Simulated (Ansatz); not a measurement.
Mg2Zn⁻ was relaxed with PBE0 (def2-TZVPD) in Ansatz in these states: charge -1 doublet, charge -1 quartet. The geometries follow in no particular order.

A:

```xyz
3

Mg    0.139    1.245   -1.272
Mg   -1.318   -0.077    0.726
Zn    1.179   -1.168    0.547
```

B:

```xyz
3

Mg    1.4566   -0.8070   -0.4764
Mg   -1.5829   -0.4279   -0.5580
Zn    0.1262    1.2348    1.0343
```

**Question.** Judge from the bond lengths which geometry belongs to which state (an estimate).

**Answer.** A is the charge -1 quartet (Mg1–Zn3 3.195 Å, Mg1–Mg2 2.804 Å, Mg2–Zn3 2.730 Å); B is the charge -1 doublet (Mg1–Zn3 2.867 Å, Mg1–Mg2 3.064 Å, Mg2–Zn3 2.867 Å).

At PBE0/def2-TZVPD the highest occupied level of the charge -1 quartet lies above zero (up to 0.34 eV). It is a level of α spin, whose loss leaves a triplet; that state wasn't run at this geometry and level. The electron is either unbound and held by the finite basis, or the level is raised by self-interaction error. At PBE0/def2-TZVPD the highest occupied level of the charge -1 doublet lies above zero (up to 0.39 eV). By energy differences its removal costs 0.81 eV (vertical, to the charge 0 singlet, at PBE0/def2-TZVPD); a positive level beside a positive removal energy at the same level points to self-interaction error. At PBE0/def2-TZVPD a doublet lies 1.18 eV below the charge -1 quartet. These are the stationary points nearest to one start from a short search; other shapes may lie lower in each state.
